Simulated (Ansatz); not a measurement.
Cost and result for the atomization energy of C3H8AlN (13 atoms, 14 bonds).

```xyz
13

C     0.204    0.030   -1.887
C     0.283   -0.364   -0.446
Al    0.581    0.717    1.535
C    -0.825   -0.593    0.345
N    -0.655   -0.698    1.678
H     0.474   -0.797   -2.551
H    -0.806    0.354   -2.148
H     0.876    0.860   -2.119
H     1.220   -0.809   -0.103
H    -0.099    2.149    1.514
H     2.066    0.499    2.050
H    -1.827   -0.513   -0.086
H    -1.494   -0.835    2.218
```

Total charge 0; spin multiplicity 1. The bonds changed during the relaxation, so this is another structure than the one it started from. Geometry: relaxed with PBE0-D4/def2-TZVP. It is one conformer, not always the lowest. Program: Ansatz. All runs use 4 threads of an Intel Xeon Platinum 8488C on a shared host. Times are those of one run each, without the atoms' runs, and a repeat can differ threefold. Electronic energies, without spin–orbit coupling; frozen cores. CCSD(T)/CBS adds CCSD(T) − MP2 in def2-TZVPP to the MP2 limit, and its time is that of the two runs behind it. T1 = 0.013. B3LYP takes the VWN-RPA correlation (the form of Gaussian; ORCA's B3LYP/G).

CCSD(T)/CBS is a level of theory with its own doubt, some kJ/mol a heavy atom from the limit and from the frozen cores, so smaller differences don't rank the functionals.

| level | functions | wall time | atomization (kJ/mol) | difference from CCSD(T)/CBS | per bond |
| --- | --- | --- | --- | --- | --- |
| PBE-D4/def2-TZVPP (with forces) | 278 | 2.3 s | 4920.5 | 105.4 | 7.5 |
| PBE0-D4/def2-TZVPP | 278 | 2.5 s | 4843.7 | 28.6 | 2.0 |
| r2SCAN-D4/def2-TZVPP (with forces) | 278 | 3.3 s | 4837.1 | 22.0 | 1.6 |
| B3LYP-D4/def2-TZVPP (with forces) | 278 | 3.7 s | 4830.3 | 15.2 | 1.1 |
| B2PLYP/def2-TZVPP | 278 | 3.9 s | 4773.4 | -41.7 | -3.0 |
| ωB97X-V/def2-TZVPP | 278 | 6.5 s | 4835.2 | 20.1 | 1.4 |
| ωB97M-V/def2-TZVPP (with forces) | 278 | 7.5 s | 4839.6 | 24.5 | 1.7 |
| MP2/def2-QZVPP | 538 | 22 s | 4822.6 | 7.5 | 0.5 |
| CCSD(T)/def2-TZVPP | 278 | 99 s | 4694.2 | -120.9 | -8.6 |
| CCSD(T)/CBS(def2) | – | 2 min | 4815.1 | 0.0 | 0.0 |

From PBE to PBE0 (25 % exact exchange), in def2-TZVPP and without D4, the atomization energy moves by −72.8 kJ/mol: exact exchange takes away binding that semilocal exchange gives to molecules. The D4 term adds +40.3 kJ/mol with B3LYP and +21.2 kJ/mol with PBE0; it sums over pairs of atoms, weighted by their polarisabilities, and B3LYP, whose exchange is more repulsive, gets the larger term. In def2-TZVPP, CCSD(T) changes the Hartree–Fock value by +1183.1 kJ/mol (the triples alone add +71.4 kJ/mol) and MP2 by +1239.6 kJ/mol; breaking electron pairs costs correlation energy, which Hartree–Fock lacks.
